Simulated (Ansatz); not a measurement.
`C[N]=[W]([OH])([F])([F])[F]` at its PBE0-D4/def2-TZVP geometry, where that method's forces vanish. The species carries charge 0 and has multiplicity 1. W takes the def2 core potential.

```xyz
11

C    -0.9471    1.2205    1.1421
N    -0.2593    0.2505    0.3748
W     0.5574   -0.9971   -0.4540
O     1.0527   -0.2918   -2.1219
F     0.5881   -2.5007    0.6782
F     2.3309   -0.7836    0.1237
F    -0.8424   -1.9193   -1.2991
H    -1.0724    2.1400    0.5636
H    -0.3834    1.4510    2.0501
H    -1.9349    0.8462    1.4240
H     0.9104    0.5843   -2.4815
```

Q: What forces (eV/Å) does PBE-D4/def2-TZVPP give on these atoms in the Gaussian-basis code of Ansatz? (Estimate.)

A: Computed: 
```
C1   0.032 -0.052 -0.029
N2  -0.444  0.696  0.435
W3   0.257 -0.417 -0.243
O4   0.251 -0.187 -0.421
F5   0.014 -0.470  0.345
F6   0.567  0.064  0.172
F7  -0.437 -0.295 -0.278
H8  -0.043  0.216 -0.102
H9   0.098  0.077  0.211
H10 -0.226 -0.049  0.080
H11 -0.069  0.418 -0.170
```
